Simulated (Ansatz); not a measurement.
CH₈AlClSi₂ at its PBE0-D4/def2-TZVP geometry, where that method's forces vanish. Charge 0, multiplicity 1. The bonds changed during the relaxation, so this is another structure than the one it started from.

```xyz
13

Si   -1.0450    1.6920    1.3440
Al   -0.0951   -0.0398   -0.1039
Si    2.2082   -0.1632   -0.9274
C    -1.3244   -1.4548   -0.7079
Cl   -0.6725   -2.2169    0.8467
H    -1.1859    2.9864    0.6137
H    -2.4015    1.3161    1.8384
H    -0.1894    1.9589    2.5354
H     2.4765    0.9022   -1.9382
H     2.4916   -1.4729   -1.5831
H     3.2052    0.0178    0.1663
H    -1.0666   -2.1436   -1.5084
H    -2.4010   -1.3821   -0.5756
```

**Question.** What forces (eV/Å) does PBE-D4/def2-TZVPP give on these atoms in Ansatz 0.2.0? (Best estimate.)

**Answer.** Computed: 
```
Si1  0.049 -0.100 -0.069
Al2  0.089  0.150  0.003
Si3 -0.121 -0.003  0.050
C4  -0.025  0.073 -0.094
Cl5  0.082 -0.144  0.235
H6  -0.014  0.128 -0.067
H7  -0.136 -0.030  0.054
H8   0.079  0.035  0.120
H9   0.031  0.103 -0.098
H10  0.037 -0.128 -0.067
H11  0.106  0.019  0.101
H12  0.047 -0.129 -0.179
H13 -0.223  0.025  0.010
```
